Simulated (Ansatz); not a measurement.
`BO[SiH](S)Cl`, charge 0, multiplicity 1.

(1) Give a relaxed structure at PBE0-D4/def2-TZVP (Ansatz). (Best estimate.)

Results:

(1) The calculation gave: 
Cartesian coordinates in Å:
```
B -1.628 0.185 -1.111
O -0.369 0.510 -0.741
Si 0.844 -0.129 0.150
S 1.041 1.169 1.808
Cl 0.423 -2.041 0.742
H -2.102 -0.863 -0.775
H -2.226 0.978 -1.779
H 2.052 -0.197 -0.690
H 1.966 0.389 2.396
```
This is one stationary point; other conformers may exist.
